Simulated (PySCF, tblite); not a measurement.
Isomers of C7H6F2N (doublet state), one GFN2-xTB conformer each. Single-point energies are computed at B3LYP/pcH-1 (PySCF, gas phase, no added dispersion term), electronic only. GFN2-xTB treats the open shell by occupation alone, and not every SCF solution was tested for stability.

```tsv
SMILES	GFN2-xTB relative energy (kcal/mol)
[NH]c1ccc(C(F)F)cc1	0.0
[H]/N=[C]\[C@H]1[C@@H](C#C)[C@@H]1C(F)F	74.7
[NH]c1ccccc1C(F)F	0.4
```

Conformers: `[NH:1][c:2]1[cH:3][cH:4][c:5]([CH:6]([F:7])[F:8])[cH:9][cH:10]1` (doublet state) with H–N1–C2–C3 0°, C4–C5–C6–F7 -63°; `[H]/[N:6]=[C:5]\[C@H:4]1[C@@H:3]([C:2]#[CH:1])[C@@H:7]1[CH:8]([F:9])[F:10]` (doublet state) with C3–C4–C5–N6 10°, C4–C7–C8–F9 157°; `[NH:1][c:2]1[cH:3][cH:4][cH:5][cH:6][c:7]1[CH:8]([F:9])[F:10]` (doublet state) with H–N1–C2–C3 -178°, C6–C7–C8–F9 112°.

Task: What does B3LYP/pcH-1 give for the same structures?

Result: 
```json
{"SMILES": "[NH]c1ccc(C(F)F)cc1", "B3LYP/pcH-1 E (Eh)": "-524.77628", "B3LYP/pcH-1 (kcal/mol)": "0.0", "GFN2-xTB (kcal/mol)": "0.0", "point group": "near Cs"}
{"SMILES": "[NH]c1ccccc1C(F)F", "B3LYP/pcH-1 E (Eh)": "-524.77424", "B3LYP/pcH-1 (kcal/mol)": "1.3", "GFN2-xTB (kcal/mol)": "0.4", "point group": "C1"}
{"SMILES": "[H]/N=[C]\\[C@H]1[C@@H](C#C)[C@@H]1C(F)F", "B3LYP/pcH-1 E (Eh)": "-524.64018", "B3LYP/pcH-1 (kcal/mol)": "85.4", "GFN2-xTB (kcal/mol)": "74.7", "point group": "C1"}
```

Both levels put the same isomer lowest; measured from each level's own lowest isomer, the values differ by up to 10.7 kcal/mol ([H]/N=[C]\[C@H]1[C@@H](C#C)[C@@H]1C(F)F: 74.7 against 85.4). As drawn, the highest has a three-membered ring, which the lowest lacks. Neighbours under 5.0 kcal/mol apart ([NH]c1ccc(C(F)F)cc1 and [NH]c1ccccc1C(F)F) can change places with a better method, another conformer or zero-point energy.

Task: What happens when harmonic zero-point energies from GFN2-xTB frequencies are added?

Result: 
```tsv
SMILES	ZPE (kcal/mol)	electronic (kcal/mol)	with ZPE (kcal/mol)
[NH]c1ccc(C(F)F)cc1	70.3	0.0	0.0
[NH]c1ccccc1C(F)F	70.5	1.3	1.5
[H]/N=[C]\[C@H]1[C@@H](C#C)[C@@H]1C(F)F	67.5	85.4	82.6
```

The zero-point energies span 3.0 kcal/mol. The order is unchanged.
